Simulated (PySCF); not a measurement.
Electron correlation in Zn⁺ (zinc, charge +1)

[Ar] 3d10 4s1, 2S determinant. Computed with PySCF 2.14 in jorge-DZP-DKH (8s6p2d1f, 43 functions), with the spin-free X2C one-electron Hamiltonian (Gaussian nucleus). Frozen: [Ar]; 11 electrons correlated.

MP2 pair energies summed by pair of shells (mhartree):

| pair | energy | share (%) |
| --- | --- | --- |
| 3d-3d | -261.96 | 95.1 |
| 3d-4s | -13.49 | 4.9 |

Total MP2 correlation energy: -275.45 mhartree.

Same-spin part -105.07 and opposite-spin part -170.38 mhartree; SCS-MP2 scales them by 1/3 and 6/5 to -239.48 mhartree.

| level | correlation energy (mhartree) |
| --- | --- |
| CCSD | -254.20 |
| (T) | -7.29 |
| CCSD(T) | -261.49 |

Diagnostics: T1 = 0.0070, D1 = 0.0159, largest double amplitude 0.029.

Problem. Is a single reference adequate?

Solution. Yes: T1 lies below 0.03 and no double amplitude reaches 0.07.
